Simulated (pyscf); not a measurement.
# H₃C–C•=CH–CH₂–CH₃ (SMILES C[C]=CCC), doublet

Gas-phase minimum from PySCF at ωB97X-D3(BJ)/def2-SVP, one conformer. H₃C–C•=CH–CH₂–CH₃ lies 24.9 kcal/mol over its isomer cyclic C₅H₉ (SMILES [CH]1CCCC1) [doublet] (electronic energy, ωB97M-D3(BJ)). 

SMILES: CCC=[C]C
```xyz
14

C      0.2609     0.4129    -2.1760
C     -0.3100    -0.4863    -1.1538
C     -0.8964    -0.4479     0.0257
C     -1.1903     0.8070     0.8291
C     -0.4798     0.8082     2.1852
H      0.1999     1.4713    -1.8566
H      1.3212     0.1791    -2.3650
H     -0.2766     0.3192    -3.1337
H     -1.1945    -1.3958     0.5007
H     -2.2813     0.8792     0.9860
H     -0.9000     1.6984     0.2496
H     -0.7737    -0.0675     2.7870
H     -0.7258     1.7123     2.7649
H      0.6136     0.7705     2.0558
```
Charge 0, spin multiplicity 2.

Bond lengths (Å): C1–C2 1.476, C1–H6 1.107, C1–H7 1.102, C1–H8 1.102, C2–C3 1.318, C3–C4 1.519, C3–H9 1.101, C4–C5 1.531, C4–H10 1.105, C4–H11 1.102, C5–H12 1.102, C5–H13 1.102, C5–H14 1.102. Angles (°): C2–C1–H6 111.2, C2–C1–H7 111.2, C2–C1–H8 111.2, H6–C1–H7 107.8, H6–C1–H8 107.8, H7–C1–H8 107.6, C1–C2–C3 140.7, C2–C3–C4 125.7, C2–C3–H9 118.8, C4–C3–H9 115.5, C3–C4–C5 112.3, C3–C4–H10 108.7, C3–C4–H11 109.8, C5–C4–H10 109.4 (the first ones only).

Properties at ωB97X-D3(BJ)/def2-SVP:

```yaml
harmonic_wavenumbers_unscaled: 60, 114, 181, 254, 291, 426, 527, 766, 818, 870, 963, 1018, 1039, 1062, 1097, 1135, 1266, 1302, 1360, 1387, 1410, 1442, 1453, 1470, 1478, 1488, 1818, 3026, 3061, 3068, 3120, 3121, 3133, 3151, 3154, 3159 cm⁻¹
zero_point_energy: 77.9 kcal/mol
rotational_symmetry_number: 1
Entropy of this conformer at 298 K and 1 atm, rigid rotor and harmonic oscillator, modes under 100 cm⁻¹ raised to 100: 337.9 J/(mol K)
dipole_moment: 0.95 D
Spin expectation value S2: 0.761
```

Single-point totals, which compare only within one level:

```json
[
 {"level": "ωB97X-D3(BJ)/def2-TZVP", "total energy (hartree)": "-196.03321"},
 {"level": "PBE/def2-TZVP", "total energy (hartree)": "-195.64672"},
 {"level": "r²SCAN/def2-TZVP", "total energy (hartree)": "-195.80158"},
 {"level": "B3LYP-D3(BJ)/def2-TZVP", "total energy (hartree)": "-195.95237"},
 {"level": "PBE0-D3(BJ)/def2-TZVP", "total energy (hartree)": "-195.68699"},
 {"level": "M06-2X/def2-TZVP", "total energy (hartree)": "-195.82109"},
 {"level": "ωB97M-D3(BJ)/def2-TZVP", "total energy (hartree)": "-195.97437"}
]
```

Soft torsions are taken as harmonic, which can shift the entropy by several J/(mol K).
